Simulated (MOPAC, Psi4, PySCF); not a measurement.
Interaction energy of CH4 ··· C3H6 (SMILES C and C1CC1). Monomers: optimised at B3LYP-D3(BJ) (def2-TZVP), held rigid. Orientation: a random orientation, not optimised. The monomers approach along the line of their centres of mass (distance R); nothing else relaxes.

Geometry at R = 4.40 Å (first 5 atoms: monomer A):
```
14

C      0.0000     0.0000     0.0000
H     -0.7229    -0.0529    -0.8130
H      0.4033     1.0098     0.0621
H     -0.4904    -0.2535     0.9389
H      0.8099    -0.7035    -0.1881
C      2.0708     0.8296     3.0315
C      3.2278     0.2083     3.7634
C      1.8255     0.0105     4.2681
H      1.9436     1.9016     3.0980
H      1.7869     0.4074     2.0771
H      3.7266    -0.6343     3.3042
H      3.8833     0.8600     4.3251
H      1.3756    -0.9660     4.1502
H      1.5323     0.5283     5.1712
```

- PM7, restricted, heats of formation (MOPAC)
- RHF/3-21G = restricted Hartree-Fock/3-21G, no counterpoise correction in PySCF
- RMP2/6-31G* = restricted MP2 (frozen core)/6-31G*, spherical d, no counterpoise correction in PySCF 2.14.0
- SAPT0/jun-cc-pVDZ, frozen core (Psi4)

Interaction energies in kcal/mol; the last columns give the difference from SAPT0:

| R / Å | PM7 | RHF/3-21G | RMP2/6-31G* | SAPT0/jun-cc-pVDZ | PM7 − SAPT0/jun-cc-pVDZ | RHF/3-21G − SAPT0/jun-cc-pVDZ | RMP2/6-31G* − SAPT0/jun-cc-pVDZ |
|---|---|---|---|---|---|---|---|
| 3.82 | 1.65 | 4.63 | 3.43 | 2.97 | -1.32 | 1.66 | 0.46 |
| 4.00 | 0.04 | 2.30 | 1.41 | 1.28 | -1.23 | 1.02 | 0.14 |
| 4.22 | -0.63 | 0.90 | 0.24 | 0.27 | -0.90 | 0.63 | -0.03 |
| 4.40 | -0.73 | 0.36 | -0.17 | -0.09 | -0.64 | 0.45 | -0.07 |
| 4.63 | -0.67 | 0.04 | -0.34 | -0.26 | -0.40 | 0.30 | -0.08 |
| 4.78 | -0.59 | -0.05 | -0.35 | -0.28 | -0.31 | 0.23 | -0.07 |
| 5.13 | -0.43 | -0.11 | -0.29 | -0.24 | -0.19 | 0.13 | -0.05 |
| 5.37 | -0.34 | -0.09 | -0.22 | -0.19 | -0.15 | 0.10 | -0.03 |
| 5.90 | -0.22 | -0.03 | -0.11 | -0.11 | -0.11 | 0.08 | 0.00 |
| 6.63 | -0.13 | -0.01 | -0.04 | -0.05 | -0.08 | 0.04 | 0.01 |
| 7.62 | -0.06 | 0.00 | -0.02 | -0.02 | -0.04 | 0.02 | 0.00 |
| 8.92 | -0.02 | 0.00 | -0.01 | -0.01 | -0.01 | 0.01 | 0.00 |

PM7 is furthest from SAPT0/jun-cc-pVDZ at 3.82 (-1.32 kcal/mol, below); its mean absolute difference over the points is 0.45 kcal/mol.

RHF/3-21G is furthest from SAPT0/jun-cc-pVDZ at 3.82 (1.66 kcal/mol, above); its mean absolute difference over the points is 0.39 kcal/mol.

RMP2/6-31G* is furthest from SAPT0/jun-cc-pVDZ at 3.82 (0.46 kcal/mol, above); its mean absolute difference over the points is 0.08 kcal/mol.
